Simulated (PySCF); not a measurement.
H3Cl3Si2 (SMILES [SiH3][Si](Cl)(Cl)Cl), singlet, at a GFN2-xTB geometry; PBE0/6-31G, polarisability run with PySCF.

The PySCF input:
```python
from pyscf import gto, scf, dft
from pyscf.prop import polarizability

mol = gto.Mole()
mol.atom = '''
    Si    2.271478   -0.403428    0.078667
    Si   -0.017524    0.003112   -0.000607
    Cl   -0.964624   -1.153414   -1.380321
    Cl   -0.447686    1.932852   -0.479384
    Cl   -0.933601   -0.362790    1.778461
    H     2.531236   -1.801280    0.425990
    H     2.908260    0.449660    1.083080
    H     2.885634   -0.126974   -1.220749
'''
mol.basis = '6-31g'
mol.charge = 0
mol.spin = 0
mol.verbose = 4
mol.build()

mf = dft.RKS(mol)
mf.xc = 'pbe0'
mf.kernel()
alpha = mf.Polarizability().polarizability()[2, 2]
print('alpha_zz =', alpha)
```

The log (banner, timings and long lists left out):

```
site-packages/pyscf/prop/efg/rhf.py:45: UserWarning: Module EFG is under testing
  warnings.warn('Module EFG is under testing')
site-packages/pyscf/prop/efg/dhf.py:30: UserWarning: Module EFG is under testing
  warnings.warn('Module EFG is under testing')
site-packages/pyscf/prop/zfs/uhf.py:40: UserWarning: Module ZFS is under testing
  warnings.warn('Module ZFS is under testing')
site-packages/pyscf/prop/gtensor/uhf.py:43: UserWarning: Module g-tensor is under testing
  warnings.warn('Module g-tensor is under testing')
site-packages/pyscf/prop/gtensor/uks.py:41: UserWarning: Module g-tensor is under testing
  warnings.warn('Module g-tensor is under testing')
site-packages/pyscf/prop/hfc/uks.py:35: UserWarning: Module HFC is under testing
  warnings.warn('Module HFC is under testing')
site-packages/pyscf/prop/magnetizability/rhf.py:39: UserWarning: Module magnetizability is under testing
  warnings.warn('Module magnetizability is under testing')
site-packages/pyscf/prop/magnetizability/uhf.py:37: UserWarning: Module magnetizability is under testing
  warnings.warn('Module magnetizability is under testing')
site-packages/pyscf/prop/magnetizability/rks.py:37: UserWarning: Module magnetizability is under testing
  warnings.warn('Module magnetizability is under testing')
site-packages/pyscf/prop/magnetizability/uks.py:39: UserWarning: Module magnetizability is under testing
  warnings.warn('Module magnetizability is under testing')
site-packages/pyscf/prop/polarizability/uhf.py:34: UserWarning: Module polarizability is under testing
  warnings.warn('Module polarizability is under testing')
site-packages/pyscf/prop/polarizability/rks.py:29: UserWarning: Module polarizability is under testing
  warnings.warn('Module polarizability is under testing')
site-packages/pyscf/prop/polarizability/uks.py:29: UserWarning: Module polarizability is under testing
  warnings.warn('Module polarizability is under testing')
PySCF version 2.14.0

[INPUT] verbose = 4
[INPUT] num. atoms = 8
[INPUT] num. electrons = 82
[INPUT] charge = 0
[INPUT] spin (= nelec alpha-beta = 2S) = 0
[INPUT] symmetry False subgroup None
[INPUT] Mole.unit = angstrom
[INPUT] Symbol           X                Y                Z      unit          X                Y                Z       unit  Magmom
[INPUT]  1 Si     2.271478000000  -0.403428000000   0.078667000000 AA    4.292471317975  -0.762368430981   0.148659085041 Bohr   0.0
[INPUT]  2 Si    -0.017524000000   0.003112000000  -0.000607000000 AA   -0.033115560607   0.005880827700  -0.001147063758 Bohr   0.0
[INPUT]  3 Cl    -0.964624000000  -1.153414000000  -1.380321000000 AA   -1.822875173182  -2.179636568239  -2.608428653986 Bohr   0.0
[INPUT]  4 Cl    -0.447686000000   1.932852000000  -0.479384000000 AA   -0.846003929802   3.652560919318  -0.905904468498 Bohr   0.0
[INPUT]  5 Cl    -0.933601000000  -0.362790000000   1.778461000000 AA   -1.764250199620  -0.685573740731   3.360804213220 Bohr   0.0
[INPUT]  6 H      2.531236000000  -1.801280000000   0.425990000000 AA    4.783342796640  -3.403925873657   0.805004431803 Bohr   0.0
[INPUT]  7 H      2.908260000000   0.449660000000   1.083080000000 AA    5.495814899028   0.849734249172   2.046724570994 Bohr   0.0
[INPUT]  8 H      2.885634000000  -0.126974000000  -1.220749000000 AA    5.453057955733  -0.239946084941  -2.306881276837 Bohr   0.0

nuclear repulsion = 517.346093135006
number of shells = 41
number of NR pGTOs = 242
number of NR cGTOs = 71
basis = 6-31g
ecp = {}

******** <class 'pyscf.dft.rks.RKS'> ********
method = RKS
initial guess = minao
damping factor = 0
level_shift factor = 0
DIIS = <class 'pyscf.scf.diis.CDIIS'>
diis_start_cycle = 1
diis_space = 8
diis_damp = 0
SCF conv_tol = 1e-09
SCF conv_tol_grad = None
SCF max_cycles = 50
direct_scf = True
direct_scf_tol = 1e-13
XC library pyscf.dft.libxc version 7.1.2
    S. Lehtola, C. Steigemann, M. J. T. Oliveira, and M. A. L. Marques,  SoftwareX 7, 1–5 (2018)
XC functionals = pbe0
    C. Adamo and V. Barone,  J. Chem. Phys. 110, 6158 (1999)
    M. Ernzerhof and G. E. Scuseria,  J. Chem. Phys. 110, 5029 (1999)
radial grids:
    Treutler-Ahlrichs [JCP 102, 346 (1995); DOI:10.1063/1.469408] (M4) radial grids

becke partition: Becke, JCP 88, 2547 (1988); DOI:10.1063/1.454033
pruning grids: <function nwchem_prune>
grids dens level: 3
symmetrized grids: False
atomic radii adjust function: <function treutler_atomic_radii_adjust>
small_rho_cutoff = 0
Set gradient conv threshold to 3.16228e-05
Initial guess from minao.
tot grids = 124424
init E= -1961.12873949363
  HOMO = -0.308767206477842  LUMO = -0.0251713376414063  gap/eV = 7.71704
cycle= 1 E= -1960.51231203304  delta_E= 0.616  |g|= 0.448  |ddm|= 2.81
  HOMO = -0.326624870740916  LUMO = -0.0762805572892729  gap/eV = 6.81222
cycle= 2 E= -1960.49181021079  delta_E= 0.0205  |g|= 0.536  |ddm|= 1.99
  HOMO = -0.335847477183059  LUMO = -0.035389486436421  gap/eV = 8.17588
cycle= 3 E= -1960.5961156816  delta_E= -0.104  |g|= 0.00793  |ddm|= 1.05
  HOMO = -0.335138410587238  LUMO = -0.0328034615415664  gap/eV = 8.22695
cycle= 4 E= -1960.5961379741  delta_E= -2.23e-05  |g|= 0.00447  |ddm|= 0.0316
  HOMO = -0.335395576410208  LUMO = -0.0330876541416385  gap/eV = 8.22622
cycle= 5 E= -1960.59614638954  delta_E= -8.42e-06  |g|= 0.000383  |ddm|= 0.0101
  HOMO = -0.335390112087667  LUMO = -0.0330881464544157  gap/eV = 8.22606
cycle= 6 E= -1960.59614645928  delta_E= -6.97e-08  |g|= 3.92e-05  |ddm|= 0.00113
  HOMO = -0.335386324468086  LUMO = -0.0330824381526802  gap/eV = 8.22611
cycle= 7 E= -1960.59614646002  delta_E= -7.36e-10  |g|= 8.06e-06  |ddm|= 0.00015
  HOMO = -0.335389217385052  LUMO = -0.0330852095481322  gap/eV = 8.22611
Extra cycle  E= -1960.59614646005  delta_E= -2.64e-11  |g|= 5.25e-06  |ddm|= 2.97e-05
converged SCF energy = -1960.59614646005
Isotropic polarizability 71.2944887157
Polarizability anisotropy 6.03894866585
alpha_zz = 69.18914793690945
```
